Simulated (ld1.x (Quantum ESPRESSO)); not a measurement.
magnesium (Mg): excitation energies, all-electron against TM

```json
{
 "Element": "magnesium",
 "Generator": "ld1.x (Quantum ESPRESSO) 7.5",
 "Type": "norm-conserving Troullier–Martins (Kleinman–Bylander form)",
 "Functional": "PBEsol",
 "Relativity": "scalar-relativistic",
 "Frozen core": "[Ne]",
 "Valence charge": "2",
 "Reference configuration": "3s2 3p0",
 "Partial waves": "3s (bound): rc 2.05 bohr; 3d channel at 0.45 Ry: rc 3.00 bohr; 3p (bound, empty): rc 3.50 bohr",
 "Local potential": "the p channel",
 "Core correction": "a·sin(br)/r model core, default radius (core density twice the valence density)"
}
```

Energies are relative to the spin-unpolarised reference configuration 3s2 3p0; without spin polarisation the order of configurations can differ from experiment. The frozen-core shift is the all-electron ΔE with the core orbitals held at their reference shape minus the fully relaxed ΔE.

```
valence configuration  charge  ΔE all-electron (eV)  error AE − PS (meV)  frozen-core shift (meV)
              3s1 3p0      +1                 7.920                 -2.3                     +6.0
            3s1.5 3p0    +0.5                 3.129                 -0.5                     +1.0
              3s0 3p1      +1                12.230                 +0.8                      +19
```

What are ΔE and the potential's error for 3s0 3p2?

ΔE = 7.126 eV all-electron; the error (AE − PS) is -4.0 meV.

What are ΔE and the potential's error for 3s1 3p1?

ΔE = 3.474 eV all-electron; the error (AE − PS) is -1.6 meV.

Levels in the configuration 3s0 3p1:

| level | all-electron (eV) | pseudo (eV) |
| --- | --- | --- |
| 3p | -7.745 | -7.739 |
